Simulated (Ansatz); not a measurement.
Calculated with Ansatz (gas phase, PBE0-D4/def2-TZVP geometries, no zero-point term in ΔE). CCSD(T)/CBS adds triple-zeta CCSD(T) − MP2 to the extrapolated MP2 energy (def2 sets, frozen cores). This one scheme is used for every species. def2 core potentials past Kr. For In outer-core shells are correlated without core-valence functions, which leaves a few kJ/mol of doubt a bond. Each species was taken in one conformer, which may not be the lowest.

Reaction (formal hydrolysis of the In–O bond): `C[O][In]([CH3])[Cl]` + H₂O → `[CH3][In]([OH])[Cl]` + CH₃OH

```
              species  SCS-MP2/def2-TZVPP energy (Eh)
`C[O][In]([CH3])[Cl]`                      -803.97044
                  H₂O                       -76.32077
`[CH3][In]([OH])[Cl]`                      -764.76743
                CH₃OH                      -115.52242
```

Work out ΔE.

ΔE = (-764.76743) + (-115.52242) − (-803.97044) − (-76.32077) = 0.00136 Eh = +0.9 kcal/mol. CCSD(T)/CBS gives +1.7 kcal/mol.

Largest T1 diagnostic among the species: 0.014.

The D4 term adds +1.3 kcal/mol with B3LYP and +0.8 kcal/mol with PBE0; it sums over pairs of atoms, weighted by their polarisabilities, and B3LYP, whose exchange is more repulsive, gets the larger term. In def2-TZVPP, CCSD(T) changes the Hartree–Fock value by +1.9 kcal/mol (the triples alone add +0.3 kcal/mol) and MP2 by +2.1 kcal/mol.

B3LYP here is the variant with VWN-RPA as its local correlation; programs differ in this.
